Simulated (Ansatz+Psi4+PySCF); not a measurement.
Values are calculated unless marked as measured or tabulated.
## PySCF 2.14.0 run

```python
from pyscf import gto, scf, mp

mol = gto.M(atom="""
H 0.000000 0.000000 0.004500
Be 0.000000 0.000000 1.330000
H 0.000000 0.000000 2.655500
""", basis={'Be': 'cc-pcvtz', 'H': 'cc-pvtz'}, charge=1, spin=1)
mf = scf.UHF(mol)
mf.kernel()
pt = mp.MP2(mf, frozen=None).run()
print(mf.e_tot, pt.e_corr, pt.e_tot)
```

The script is written out from the run's settings.

Results

```yaml
Converged: yes
Reference_energy: -15.35606 hartree
Correlation_energy: -0.07439 hartree
Total_energy: -15.43045 hartree
Spin_squared_of_the_determinant: 0.825
```

Messages of the program:
```
WARN: HOMO -0.330458194615598 >= LUMO -0.330458194615598
WARN: HOMO -0.330458194615598 >= LUMO -0.330458194615598
```

Caution: MP2 on this radical cation hangs on the determinant chosen.
